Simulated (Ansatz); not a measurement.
One change: `[CH3][Sb]([CH3])[CH3]` becomes `CN(C)C`.

Ansatz, PBE0-D4/def2-TZVP geometries, multiplicity 1. 

Elements past krypton have def2 core potentials.  Spin–orbit coupling is left out; it splits and shifts lone-pair levels of the heavy atoms by tenths of an eV.

| property | `[CH3][Sb]([CH3])[CH3]` |
| --- | --- |
| LUMO energy (B3LYP/def2-TZVPP) / eV | 0.03 |
| HOMO energy (PBE0/def2-TZVPP) / eV | -6.41 |
| size of the dipole moment (ωB97M-V/def2-TZVPP) / D | 0.56 |
| LUMO energy (PBE/def2-TZVPP) / eV | -0.44 |
| HOMO–LUMO gap (PBE0/def2-TZVPP) / eV | 6.70 |
| ideal-gas entropy at 298 K and 1 bar (rigid rotor, harmonic PBE0-D4/def2-TZVP) / J/(mol·K) | 357 |

Problem. What does the change do to each property? (Best estimate.)

Solution. The calculation gave: 
```csv
property,`CN(C)C`,shift
LUMO energy (B3LYP/def2-TZVPP) / eV,0.86,0.83
HOMO energy (PBE0/def2-TZVPP) / eV,-6.15,0.26
size of the dipole moment (ωB97M-V/def2-TZVPP) / D,0.52,-0.04
LUMO energy (PBE/def2-TZVPP) / eV,0.40,0.84
HOMO–LUMO gap (PBE0/def2-TZVPP) / eV,7.35,0.65
"ideal-gas entropy at 298 K and 1 bar (rigid rotor, harmonic PBE0-D4/def2-TZVP) / J/(mol·K)",288,-69
```

With PBE0 the HOMO rises by 0.26 eV and the LUMO rises by 0.91 eV, so the gap widens by about 0.65 eV. PBE moves the HOMO by 0.64 eV and ωB97M-V by 0.02 eV. Dipoles are sizes alone; their direction can turn.

Positive LUMOs are unbound, so they and the gaps depend on the basis.

B3LYP here is the variant with VWN-RPA as its local correlation; programs differ in this.
